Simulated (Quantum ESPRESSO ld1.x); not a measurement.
Se VI, configuration [Ar] 3d10 4s1. Calculated with ld1.x of Quantum ESPRESSO 7.5: scalar-relativistic Kohn-Sham, LDA (Slater exchange, VWN5 correlation), spin-polarised, spherical densities, point nucleus; open shells are filled with parallel spins first.

Normalised radial functions P(r) = r R(r), r in bohr:

```
   r/bohr * 3s down, o 4s down (the largest magnitude, 1.48, reaches the edge; | marks zero, & curves that meet)
 0.004143                             |o *
 0.004709                             |o  *
 0.005352                             | o *
 0.006082                             | o  *
 0.006913                             | o  *
 0.007857                             | o   *
  0.00893                             | o   *
  0.01015                             |  o   *
  0.01154                             |  o   *
  0.01311                             |  o    *
   0.0149                             |  o    *
  0.01707                             |  o    *
   0.0194                             |  o    *
  0.02205                             |  o     *
  0.02506                             |  o    *
  0.02849                             |  o    *
  0.03238                             |  o   *
   0.0368                             | o   *
  0.04182                             | o  *
  0.04753                             |o *
  0.05402                             o*
   0.0614                           *o|
  0.06978                         * o |
  0.07931                      *   o  |
  0.09087                   *     o   |
   0.1033                 *      o    |
   0.1174               *        o    |
   0.1334              *        o     |
   0.1516               *        o    |
   0.1723                 *       o   |
   0.1959                     *    o  |
   0.2226                          * o|
    0.253                             | o*
   0.2875                             |   o    *
   0.3268                             |      o        *
   0.3714                             |       o            *
   0.4222                             |        o               *
   0.4837                             |       o                  *
   0.5497                             |     o                    *
   0.6248                             |  o                    *
   0.7101                            o|                    *
   0.8071                        o    |               *
   0.9173                   o         |           *
    1.043                o            |       *
    1.185             o               |    *
    1.347            o                |  *
    1.531            o                |*
     1.74              o              |*
    1.977                 o           *
    2.265                    o        *
    2.574                       o     *
    2.926                         o   *
    3.326                           o *
     3.78                            o*
    4.296                             &
    4.882                             &
```

3s down: eigenvalue -281.61 eV, 2 radial nodes at r = 0.0569, 0.239 bohr, <r> = 0.574 bohr, 90 % of the charge inside 0.856 bohr. 4s down (empty): eigenvalue -74.818 eV, 3 radial nodes at r = 0.0566, 0.232, 0.693 bohr, <r> = 1.53 bohr, 90 % of the charge inside 2.22 bohr.
